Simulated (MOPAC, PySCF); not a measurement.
C8H20Sn, SMILES `[CH2](C)[Sn]([CH2]C)([CH2]C)[CH2]C`, neutral singlet in the gas phase. 

Cartesian coordinates (Å):
```xyz
29

C      2.6455    -0.2618    -1.6148
C      1.9995     0.6449    -0.5693
Sn    -0.0044    -0.0022    -0.0067
C     -1.3612     0.1944    -1.7013
C     -2.8104    -0.1283    -1.3433
C     -0.7635     1.2374     1.6173
C     -0.9323     2.7019     1.2180
C      0.1100    -2.0842     0.6276
C      1.1091    -2.3061     1.7612
H      3.6607     0.0763    -1.8886
H      2.0572    -0.2977    -2.5472
H      2.7392    -1.3004    -1.2547
H      2.6084     0.6832     0.3508
H      1.9289     1.6834    -0.9365
H     -0.9962    -0.4674    -2.5056
H     -1.2692     1.2258    -2.0840
H     -3.1952     0.5378    -0.5525
H     -3.4867    -0.0223    -2.2100
H     -2.9221    -1.1618    -0.9742
H     -0.0711     1.1382     2.4710
H     -1.7242     0.8044     1.9465
H     -1.6349     2.8187     0.3754
H     -1.3212     3.3176     2.0482
H      0.0233     3.1543     0.9035
H     -0.9033    -2.4041     0.9258
H      0.3765    -2.6876    -0.2576
H      0.8463    -1.7232     2.6600
H      2.1306    -2.0058     1.4719
H      1.1607    -3.3654     2.0692
```
Charge 0, spin multiplicity 1.

All levels are single points at this geometry (r2SCAN-D4/def2-SVP); Pople sets use spherical d functions. Orbital energies aren't observables, and empty levels follow the basis.

PM7 in MOPAC gives HOMO (eV) = -9.75.

Q: Estimate the HOMO (eV) from each of these levels: PBE-D3(BJ)/def2-TZVP in PySCF; r2SCAN-D4/def2-TZVP in PySCF; B3LYP/6-311+G** (LANL2DZ on Sn) in PySCF; B3LYP/6-31G* (LANL2DZ on Sn) in PySCF; B3LYP/LANL2DZ in PySCF; BP86/6-31G* (LANL2DZ on Sn) in PySCF; M06-2X/6-31G* (LANL2DZ on Sn) in PySCF; PBE/6-31G* (LANL2DZ on Sn) in PySCF; SVWN5/6-31G* (LANL2DZ on Sn) in PySCF; HF/6-31G* (LANL2DZ on Sn) in PySCF; PM3 in MOPAC; PM6 in MOPAC.

A: 
| level | HOMO (eV) |
|---|---|
| PBE-D3(BJ)/def2-TZVP in PySCF | -5.87 |
| r2SCAN-D4/def2-TZVP in PySCF | -6.08 |
| B3LYP/6-311+G** (LANL2DZ on Sn) in PySCF | -6.91 |
| B3LYP/6-31G* (LANL2DZ on Sn) in PySCF | -6.70 |
| B3LYP/LANL2DZ in PySCF | -6.68 |
| BP86/6-31G* (LANL2DZ on Sn) in PySCF | -5.81 |
| M06-2X/6-31G* (LANL2DZ on Sn) in PySCF | -8.05 |
| PBE/6-31G* (LANL2DZ on Sn) in PySCF | -5.70 |
| SVWN5/6-31G* (LANL2DZ on Sn) in PySCF | -5.73 |
| HF/6-31G* (LANL2DZ on Sn) in PySCF | -9.72 |
| PM3 in MOPAC | -10.07 |
| PM6 in MOPAC | -9.46 |
